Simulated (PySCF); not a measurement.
## Bonding in `CC[C@@H](COC)[C@@H](F)Cl`

C6H12ClFO.
Atom-mapped SMILES: `[CH3:1][CH2:2][C@@H:3]([CH2:4][O:5][CH3:6])[C@@H:7]([F:8])[Cl:9]` (hydrogens: H10, H11, H12 on C1; H13, H14 on C2; H15 on C3; H16, H17 on C4; H18, H19, H20 on C6; H21 on C7)

Cartesian coordinates in Å at the GFN2-xTB level; atoms count from 1:
```xyz
21
C6H12ClFO angstrom
C     -2.4475   -0.9247   -0.2396
C     -1.7344    0.4055   -0.4451
C     -0.3659    0.4647    0.2417
C      0.6854   -0.3890   -0.4747
O      1.8739   -0.3719    0.2835
C      2.9036   -1.1316   -0.2968
C      0.1567    1.8978    0.3032
F      0.1509    2.4683   -0.9333
Cl    -0.8464    2.9101    1.3707
H     -1.9041   -1.7433   -0.7041
H     -3.4393   -0.8848   -0.6828
H     -2.5548   -1.1395    0.8212
H     -1.6070    0.5987   -1.5121
H     -2.3556    1.2034   -0.0339
H     -0.4474    0.1093    1.2728
H      0.8706    0.0114   -1.4835
H      0.3236   -1.4218   -0.5762
H      2.6111   -2.1843   -0.3970
H      3.1717   -0.7454   -1.2879
H      3.7610   -1.0537    0.3684
H      1.1849    1.9378    0.6779
```

Bond orders from the PBE0/pcSseg-1 density (PySCF). Isolated species at its GFN2-xTB geometry (one conformer only).

Question: How far do the computed orders between heavy atoms stray from the drawn ones?

Answer: The largest departure is 0.093, at C4–O5 (drawn single, 0.907) and C7–F8 (drawn single, 0.909).

Question: Give the Mayer order of every bond between heavy atoms, beside its length.

Answer: 
```json
{"bond": "C1–C2", "drawn as": "single", "length (Å)": "1.523", "Mayer order": "1.064"}
{"bond": "C2–C3", "drawn as": "single", "length (Å)": "1.532", "Mayer order": "0.978"}
{"bond": "C3–C4", "drawn as": "single", "length (Å)": "1.532", "Mayer order": "0.992"}
{"bond": "C4–O5", "drawn as": "single", "length (Å)": "1.410", "Mayer order": "0.907"}
{"bond": "O5–C6", "drawn as": "single", "length (Å)": "1.405", "Mayer order": "0.931"}
{"bond": "C3–C7", "drawn as": "single", "length (Å)": "1.527", "Mayer order": "0.977"}
{"bond": "C7–F8", "drawn as": "single", "length (Å)": "1.362", "Mayer order": "0.909"}
{"bond": "C7–Cl9", "drawn as": "single", "length (Å)": "1.781", "Mayer order": "1.010"}
```

Bonds between the same two heavy elements. C–C: lowest C3–C7 and C2–C3 (0.977, 1.527 Å), highest C1–C2 (1.064, 1.523 Å). C–O: lowest C4–O5 (0.907, 1.410 Å), highest O5–C6 (0.931, 1.405 Å). Bonds named together lie within 0.004.

Question: And the bonds to hydrogen?

Answer: C–H: 0.93 to 0.97 (12 bonds).

Question: Sum the orders of all bonds at each heavy atom with more than one neighbour and set the sums beside the valence in the SMILES.

Answer: C1 3.958 (drawn 4), C2 3.932 (drawn 4), C3 3.878 (drawn 4), C4 3.769 (drawn 4), O5 1.838 (drawn 2), C6 3.822 (drawn 4), C7 3.829 (drawn 4). Orders between atoms that aren't bonded are not in these sums.

For a closed shell the Mayer order of atoms A and B is Σ (PS)μν (PS)νμ over the basis functions μ on A and ν on B, with P the density and S the overlap matrix.

The run behind these numbers computed NMR shieldings as well. Time: 2.1 min of wall time; peak memory 1.1 GiB. Hardware: Intel Xeon at 2.50 GHz, one thread (shared host).
